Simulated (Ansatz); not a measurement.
Species: [W(Cl)6] (charge 0, multiplicity 1), formula Cl$_{6}$W.

### Question
How many basis functions does frozen-core CCSD(T)/def2-TZVPP // BP86-D3(BJ)/def2-SVP run with Ansatz (a quantum-chemistry and plane-wave program) use, how many core orbitals are frozen, and how many electrons are correlated?

### Answer
308 basis functions and 30 frozen orbitals, which leaves 56 correlated electrons. Core time is of the order of hours.
